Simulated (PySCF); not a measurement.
## TDDFT excited states: [C5H2F3O]+

C5H2F3O (charge +1).
InChI=1S/C5H2F3O/c6-3-1-2-9-5(8)4(3)7/h1-2H/q+1

Computed with TDDFT CAM-B3LYP/def2-SVPD, vertical, gas phase, core orbitals frozen in the response (PySCF). Isolated species at its GFN2-xTB geometry, gas phase.

Predict the UV-vis stick spectrum at this level.

| state | E (eV) | λ (nm) | ν̃ (cm⁻¹) | f | symmetry | main configurations (H = HOMO, L = LUMO) |
| --- | --- | --- | --- | --- | --- | --- |
| S1 | 5.08 | 244.2 | 40940 | 0.149 | A′ | H→L (94%) |
| S2 | 6.10 | 203.1 | 49230 | 0.016 | A′ | H-1→L (67%), H→L+1 (30%) |
| S3 | 7.17 | 172.9 | 57830 | 0.0001 | – | H-2→L (95%) |
| S4 | 7.20 | 172.3 | 58040 | 0.475 | A′ | H→L+1 (64%), H-1→L (28%) |
| S5 | 7.46 | 166.2 | 60160 | 0.0010 | – | H-3→L (95%) |
| S6 | 7.70 | 161.0 | 62130 | 0.260 | A′ | H-1→L+1 (90%) |
| S7 | 7.76 | 159.7 | 62620 | 0.0065 | A″ | H→L+2 (87%) |
| S8 | 8.66 | 143.2 | 69830 | 0.0000 | – | H-2→L+1 (66%), H-3→L+1 (14%), H-4→L (12%) |

Triplets, Tamm–Dancoff:

| state | E (eV) | λ (nm) | main configurations (H = HOMO, L = LUMO) |
| --- | --- | --- | --- |
| T1 | 3.39 | 365.3 | H→L (97%) |
| T2 | 4.43 | 279.8 | H-1→L (68%), H→L+1 (29%) |
| T3 | 4.57 | 271.5 | H→L+1 (63%), H-1→L (29%) |

The lowest singlet comes at 244 nm (490 kJ/mol) in the ultraviolet; it is of moderate strength; its leading configuration is HOMO→LUMO (94%). The most intense listed level is S4 at 7.20 eV (172 nm, f = 0.475), 2.12 eV above S1. Löwdin shares by element: HOMO carbon 55% or more, fluorine 13% or more (atoms not listed hold the other 32%); LUMO carbon 56% or more, oxygen 16% (atoms not listed hold the other 28%). Of the 8 states listed, 4 reach f = 0.01 and 2 stay under 0.0005. The oscillator strengths of these states sum to 0.908; summed over the whole spectrum of an exact calculation they would give the number of electrons, 66 (Thomas–Reiche–Kuhn). Orbital energies (eV): HOMO-3 -18.96, HOMO-2 -18.51, HOMO-1 -16.60, HOMO -15.36, LUMO -7.35, LUMO+1 -5.82, LUMO+2 -3.82. Symmetry labels in Cs follow from the direction of the transition dipole and are given only for states with f of 0.002 or more. Only the lowest 8 singlets were computed, as vertical energies without vibronic structure.
